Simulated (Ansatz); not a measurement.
Mg3O2⁺. Total charge 1; doublet. Geometry PBE-D4/def2-SVP; atoms count from 1.

```xyz
5

Mg    1.194    0.959    0.175
Mg   -0.779   -0.027   -1.330
Mg   -0.415   -0.933    1.155
O    -0.794    0.906    0.447
O     0.794   -0.906   -0.447
```

Another isomer (doublet) lies 0.68 eV lower at PBE0-D4/def2-TZVP; other spin states weren't run for this one.

Problem. Estimate the Mulliken populations from the PBE0/def2-TZVP orbitals of Ansatz.

Solution. 
```
atom  charge (e)  spin (α − β)
 Mg1        0.88          0.37
 Mg2        0.88          0.37
 Mg3        0.88          0.37
  O4       -0.82         -0.06
  O5       -0.82         -0.06
```
Mulliken values and Mayer orders depend strongly on the basis.

Problem. Where does the spin sit?

Solution. Summed by element: Mg 1.12, O -0.12, of 1 unpaired in all. Largest on single atoms: Mg2 0.37, Mg3 0.37, Mg1 0.37.

Problem. And the Mayer bond orders between bonded heavy atoms (over 0.3)?

Solution. Mg1–O4 0.58 (2.01 Å); Mg1–O5 0.58 (2.01 Å); Mg2–O4 0.58 (2.01 Å); Mg2–O5 0.58 (2.01 Å); Mg3–O4 0.58 (2.01 Å); Mg3–O5 0.58 (2.01 Å).
